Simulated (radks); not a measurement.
The numbers below are computed, except where a source is named.
P, 15 electrons, occupied as [Ne] 3s2 3p3.

Code: a radial shooting solver on a logarithmic mesh with Libxc functionals. Model: scalar-relativistic Kohn-Sham, PBEsol, spin-polarised, spherical densities, finite nucleus; open shells are filled with parallel spins first; Fermi nuclear charge, rms radius 3.1889 fm.

Energy parts (hartree):
| part | energy |
|---|---|
| total | -341.38082 |
| kinetic | 342.39016 |
| electron-nucleus | -814.97921 |
| Hartree | 153.67853 |
| exchange-correlation | -22.47031 |

Orbitals (lengths in bohr, moments of r in powers of bohr; r(90%) holds 90 % of the orbital's charge):
1s up: occ. 1; eigenvalue (hartree) -76.43430; <1/r> 14.63; <r^2> 0.01448; r(90%) 0.185
1s down: occ. 1; eigenvalue (hartree) -76.42290; <1/r> 14.63; <r^2> 0.01448; r(90%) 0.185
2s up: occ. 1; eigenvalue (hartree) -6.36624; <1/r> 2.818; <r^2> 0.3234; r(90%) 0.818
2s down: occ. 1; eigenvalue (hartree) -6.35447; <1/r> 2.817; <r^2> 0.3228; r(90%) 0.817
2p up: occ. 3; eigenvalue (hartree) -4.55877; <1/r> 2.708; <r^2> 0.2968; r(90%) 0.813
2p down: occ. 3; eigenvalue (hartree) -4.54273; <1/r> 2.708; <r^2> 0.2959; r(90%) 0.812
3s up: occ. 1; eigenvalue (hartree) -0.54175; <1/r> 0.7217; <r^2> 4.161; r(90%) 2.88
3s down: occ. 1; eigenvalue (hartree) -0.44227; <1/r> 0.7219; <r^2> 4.257; r(90%) 2.92
3p up: occ. 3; eigenvalue (hartree) -0.22940; <1/r> 0.5815; <r^2> 6.470; r(90%) 3.66
3p down: occ. 0; eigenvalue (hartree) -0.13648; <1/r> 0.5587; <r^2> 7.443; r(90%) 3.99

The highest occupied level is 3p up at -6.242 eV. The density falls to 0.001 e/bohr^3 at r = 4.22 bohr. Spin moment in Bohr magnetons: 3. The electron density at the nucleus is 2386 e/bohr^3 (large components only).
